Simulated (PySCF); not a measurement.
NICS in isomers of C5H11N3Si.

Probes without a nucleus sit at each ring's centroid and 1 Å off its mean plane on both sides; NICS is minus the shielding there, NICSzz its component along the normal. Level: GIAO PBE0/pcSseg-1 (PySCF, non-relativistic, gas phase) on the PBE0-D3(BJ)/def2-SVP geometries, one conformer each. Atom numbers follow the mapped SMILES.

Question: Order these rings by mean NICS(1)zz, lowest (most negative) first (ppm).
A. ring C2–N3–C4–N5–N6 in `[CH3:1][c:2]1[n:3][cH:4][n:5][n:6]1[SiH:7]([CH3:8])[CH3:9]`
B. ring C2–N3–N4–C5–N6 in `[CH3:1][c:2]1[n:3][n:4][cH:5][n:6]1[SiH:7]([CH3:8])[CH3:9]`
C. ring C5–C6–N7–N8–N9 in `[CH3:1][Si:2]([CH3:3])([CH3:4])[c:5]1[cH:6][n:7][n:8][nH:9]1`

Answer: C (-35.8), A (-30.2), B (-29.1).

```csv
SMILES,ring,NICS(0),NICS(1),NICS(1)zz,HOMA,rms pucker (Å),ring atoms with four or more neighbours
C[Si](C)(C)c1cnn[nH]1,5-membered ring with 3 N; formal bonds all aromatic,-13.9,-13.9,-35.8,0.96,0.00,0
Cc1ncnn1[SiH](C)C,5-membered ring with 3 N; formal bonds all aromatic,-11.8,-11.7,-30.2,0.91,0.00,0
Cc1nncn1[SiH](C)C,5-membered ring with 3 N; formal bonds all aromatic,-11.0,-11.2,-29.1,0.83,0.00,0
```

NICS(0) gives the same order. The isotropic NICS(1) gives the same order. HOMA uses Krygowski's 1993 parameters. NICS(1) and NICS(1)zz are means over the two faces.
